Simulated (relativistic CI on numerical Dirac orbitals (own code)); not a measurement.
**Calculated levels, Hf XXXVI**

Computed by Dirac-Coulomb-Breit CI, orbitals from a KLI potential per configuration, a model potential for QED, unscaled Slater integrals (own radial code, finite nucleus).

CI space (outside the closed core [Ar] 3d10): 4s²4p⁶4d, 4s²4p⁶4f, 4s²4p⁵4d², 4s4p⁶4d², 4s²4p⁵4d4f, 4s4p⁶4d4f, 4s²4p⁶5s, 4s²4p⁶5p, 4s²4p⁶5d, 4s²4p⁵4d5s, 4p⁶4d²4f, 4s²4p⁶5f, 4s²4p⁵4d5p, 4s4p⁶4f5s, 4s²4p⁶5g, 4s4p⁶4d5s, 4s²4p⁵4d5d, 4p⁶4d³, 4p⁵4d⁴, 4p⁵4d³4f, 4p⁶4d4f², 4p⁶4f³, 4p⁵4d²4f², 4p⁵4d4f³, 4p⁶4f²5s, 4s4p⁶4f², 4s4p⁵4f³, 4s4p⁶4f5p, 4s4p⁵4f²5p, 4p⁶4f²5p. Double excitations out of closed p, d and f shells are left out; levels of such configurations are missing from the list, as are those of other unlisted configurations, and high levels can miss mixing partners. These lack a partner that the ground configuration has and come out too high: 4s²4p⁵4d5s, 4s²4p⁵4d5p, 4s²4p⁵4d5d, 4s²4p⁶5d, 4s²4p⁶5f.

The lowest level is 4s²4p⁶4d ²D3/2, with 100 % of that term; Hund's rules for 4s²4p⁶4d give ²D with J = 3/2, in agreement.

```
No.  Configuration  Term     J  E (cm⁻¹)    %  Next component (%)            jj configuration (%)
  1       4s²4p⁶4d    ²D   3/2         0  100                                         4d3/2 (100)
  2       4s²4p⁶4d    ²D   5/2    132166   99                                          4d5/2 (99)
  3      4s²4p⁵4d²   ⁴D°   1/2   1169537   88              11 ²P°            4p3/2^3 4d3/2^2 (87)
  4      4s²4p⁵4d²   ⁴D°   3/2   1170149   49              22 ⁴F°            4p3/2^3 4d3/2^2 (95)
  5      4s²4p⁵4d²   ⁴F°   5/2   1196372   37              21 ²D°            4p3/2^3 4d3/2^2 (93)
  6      4s²4p⁵4d²   ⁴G°   7/2   1211177   35              30 ²G°            4p3/2^3 4d3/2^2 (97)
  7      4s²4p⁵4d²   ⁴P°   3/2   1266311   31              23 ²P°            4p3/2^3 4d3/2^2 (90)
  8      4s²4p⁵4d²   ⁴D°   5/2   1282479   48              24 ⁴P°        4p3/2^3 4d3/2 4d5/2 (97)
  9      4s²4p⁵4d²   ⁴G°   9/2   1305886   71              15 ²G°        4p3/2^3 4d3/2 4d5/2 (99)
 10      4s²4p⁵4d²   ⁴D°   7/2   1307494   45              34 ⁴F°        4p3/2^3 4d3/2 4d5/2 (91)
 11      4s²4p⁵4d²   ⁴D°   3/2   1325139   39              37 ²D°        4p3/2^3 4d3/2 4d5/2 (90)
 12      4s²4p⁵4d²   ⁴P°   5/2   1328881   41              34 ²F°        4p3/2^3 4d3/2 4d5/2 (96)
 13      4s²4p⁵4d²   ²H°  11/2   1337175   53              47 ⁴G°        4p3/2^3 4d3/2 4d5/2 (91)
 14      4s²4p⁵4d²   ²G°   7/2   1347297   45              30 ²F°        4p3/2^3 4d3/2 4d5/2 (98)
 15      4s²4p⁵4d²   ⁴P°   1/2   1362472   36              27 ²S°        4p3/2^3 4d3/2 4d5/2 (97)
 16      4s²4p⁵4d²   ²F°   7/2   1380907   38              31 ⁴D°        4p3/2^3 4d3/2 4d5/2 (95)
 17      4s²4p⁵4d²   ⁴D°   5/2   1385653   40              39 ²D°        4p3/2^3 4d3/2 4d5/2 (94)
 18      4s²4p⁵4d²   ²D°   3/2   1395704   31              28 ⁴S°        4p3/2^3 4d3/2 4d5/2 (95)
 19      4s²4p⁵4d²   ²G°   9/2   1400602   53              29 ⁴F°        4p3/2^3 4d3/2 4d5/2 (90)
 20      4s²4p⁵4d²   ²F°   5/2   1436933   52     29 4s²4p⁶4f ²F°        4p3/2^3 4d3/2 4d5/2 (59)
 21      4s²4p⁵4d²   ⁴G°  11/2   1443496   53              47 ²H°            4p3/2^3 4d5/2^2 (91)
 22      4s²4p⁵4d²   ²D°   5/2   1461107   52              19 ²F°            4p3/2^3 4d5/2^2 (96)
 23      4s²4p⁵4d²   ²F°   7/2   1464340   43              34 ⁴D°            4p3/2^3 4d5/2^2 (83)
 24      4s²4p⁵4d²   ²D°   3/2   1477375   34              33 ⁴F°        4p3/2^3 4d3/2 4d5/2 (83)
 25      4s²4p⁵4d²   ²G°   9/2   1483184   50              34 ⁴F°            4p3/2^3 4d5/2^2 (90)
 26      4s²4p⁵4d²   ²P°   1/2   1500729   65              15 ²S°            4p3/2^3 4d5/2^2 (88)
 27      4s²4p⁵4d²   ²P°   1/2   1553128   54              29 ⁴D°        4p3/2^3 4d3/2 4d5/2 (72)
 28      4s²4p⁵4d²   ²F°   7/2   1553857   39              26 ⁴D°            4p3/2^3 4d5/2^2 (79)
 29      4s²4p⁵4d²   ²P°   3/2   1587837   61              23 ²D°            4p3/2^3 4d5/2^2 (97)
 30      4s²4p⁵4d²   ²P°   3/2   1650218   40              21 ⁴S°            4p3/2^3 4d5/2^2 (82)
 31      4s²4p⁵4d²   ²D°   5/2   1652087   36              21 ⁴F°            4p3/2^3 4d5/2^2 (66)
 32       4s²4p⁶4f   ²F°   5/2   1678901   54    19 4s²4p⁵4d² ²F°                      4f5/2 (54)
 33       4s²4p⁶4f   ²F°   7/2   1690377   63    22 4s²4p⁵4d² ²G°                      4f7/2 (63)
 34      4s²4p⁵4d²   ²F°   5/2   1888391   47              34 ⁴G°      4p1/2 4p3/2^4 4d3/2^2 (73)
 35      4s²4p⁵4d²   ⁴G°   7/2   1946278   46              25 ²G°  4p1/2 4p3/2^4 4d3/2 4d5/2 (99)
 36      4s²4p⁵4d²   ²D°   5/2   1958695   31              20 ²F°  4p1/2 4p3/2^4 4d3/2 4d5/2 (95)
 37      4s²4p⁵4d²   ⁴D°   3/2   1968659   39              30 ²D°  4p1/2 4p3/2^4 4d3/2 4d5/2 (98)
 38      4s²4p⁵4d²   ⁴P°   1/2   1976206   40              31 ⁴D°  4p1/2 4p3/2^4 4d3/2 4d5/2 (99)
 39      4s²4p⁵4d²   ²H°   9/2   1989606   43              37 ²G°  4p1/2 4p3/2^4 4d3/2 4d5/2 (96)
 40      4s²4p⁵4d²   ²P°   1/2   2007912   61              25 ⁴D°      4p1/2 4p3/2^4 4d3/2^2 (87)
 41      4s²4p⁵4d²   ²D°   3/2   2068124   70              13 ⁴F°      4p1/2 4p3/2^4 4d3/2^2 (87)
 42      4s²4p⁵4d²   ⁴D°   7/2   2082714   43              32 ²F°      4p1/2 4p3/2^4 4d5/2^2 (94)
 43      4s²4p⁵4d²   ²P°   3/2   2117479   34              31 ²D°      4p1/2 4p3/2^4 4d5/2^2 (96)
 44      4s²4p⁵4d²   ²G°   9/2   2118083   44              25 ²H°      4p1/2 4p3/2^4 4d5/2^2 (96)
 45      4s²4p⁵4d²   ²F°   5/2   2136033   39              35 ²D°      4p1/2 4p3/2^4 4d5/2^2 (99)
 46      4s²4p⁵4d²   ²D°   5/2   2151423   61              15 ⁴D°  4p1/2 4p3/2^4 4d3/2 4d5/2 (87)
 47      4s²4p⁵4d²   ²F°   7/2   2162851   66              25 ²G°  4p1/2 4p3/2^4 4d3/2 4d5/2 (86)
 48      4s²4p⁵4d²   ²P°   3/2   2165877   62              15 ⁴S°  4p1/2 4p3/2^4 4d3/2 4d5/2 (89)
 49      4s²4p⁵4d²   ²P°   1/2   2207129   83              12 ⁴D°      4p1/2 4p3/2^4 4d5/2^2 (95)
 50       4s4p⁶4d²    ⁴F   3/2   2576467   59    26 4s²4p⁵4d4f ⁴F                 4s 4d3/2^2 (64)
 51       4s4p⁶4d²    ⁴F   5/2   2617215   50    21 4s²4p⁵4d4f ⁴F                 4s 4d3/2^2 (53)
 52       4s4p⁶4d²    ⁴P   1/2   2656187   52    25 4s²4p⁵4d4f ⁴P                 4s 4d3/2^2 (54)
 53     4s²4p⁵4d4f    ⁴G   5/2   2689387   87                8 ²F        4p3/2^3 4d3/2 4f5/2 (94)
 54       4s4p⁶4d²    ⁴F   7/2   2705437   61    26 4s²4p⁵4d4f ⁴F             4s 4d3/2 4d5/2 (59)
 55       4s4p⁶4d²    ⁴P   3/2   2727225   56    28 4s²4p⁵4d4f ⁴P             4s 4d3/2 4d5/2 (61)
 56       4s4p⁶4d²    ⁴P   5/2   2728670   33    17 4s²4p⁵4d4f ⁴P             4s 4d3/2 4d5/2 (57)
 57     4s²4p⁵4d4f    ⁴G   7/2   2731030   57               17 ⁴H        4p3/2^3 4d3/2 4f5/2 (73)
 58       4s4p⁶4d²    ⁴F   9/2   2752158   30    18 4s²4p⁵4d4f ²G             4s 4d3/2 4d5/2 (38)
 59     4s²4p⁵4d4f    ²I  11/2   2755331   40               37 ⁴I        4p3/2^3 4d3/2 4f5/2 (99)
 60     4s²4p⁵4d4f    ⁴D   1/2   2763995   70               23 ²P        4p3/2^3 4d3/2 4f5/2 (85)
 61     4s²4p⁵4d4f    ⁴D   3/2   2765151   27               17 ⁴F        4p3/2^3 4d3/2 4f5/2 (62)
 62     4s²4p⁵4d4f    ²G   7/2   2779760   24               17 ⁴G        4p3/2^3 4d3/2 4f7/2 (55)
 63     4s²4p⁵4d4f    ⁴F   5/2   2785981   33               21 ²D        4p3/2^3 4d3/2 4f5/2 (81)
 64     4s²4p⁵4d4f    ⁴H   9/2   2786046   30               22 ⁴G        4p3/2^3 4d3/2 4f5/2 (58)
 65     4s²4p⁵4d4f    ²F   5/2   2798508   37      20 4s4p⁶4d² ²F        4p3/2^3 4d3/2 4f7/2 (33)
 66     4s²4p⁵4d4f    ⁴G   9/2   2798761   36               20 ²H        4p3/2^3 4d3/2 4f7/2 (62)
 67     4s²4p⁵4d4f    ⁴I  13/2   2803540   70               23 ²I        4p3/2^3 4d3/2 4f7/2 (71)
 68     4s²4p⁵4d4f    ²F   7/2   2804405   34               31 ⁴G        4p3/2^3 4d3/2 4f5/2 (81)
 69     4s²4p⁵4d4f    ²H  11/2   2806294   40               34 ⁴G        4p3/2^3 4d3/2 4f7/2 (86)
 70     4s²4p⁵4d4f    ⁴D   7/2   2819429   33               21 ⁴F        4p3/2^3 4d3/2 4f7/2 (56)
```

Energies count from the lowest computed level; ° marks odd parity. Filled j subshells are mostly left out of the jj labels.

The mean weight of the leading LS term, summed over parents, in these 70 levels is 49 %, and that of the leading jj configuration (from the same eigenvectors) 82 %, so jj coupling describes them better and the LS labels are nominal.

At this charge energies of transitions that change n are usually good to better than 1 %, and those within a shell (Δn = 0) to a few per cent.

LS names give the leading component of a level, which can be under half, so a name can repeat, a term be missing and a line seem to break the LS rules.
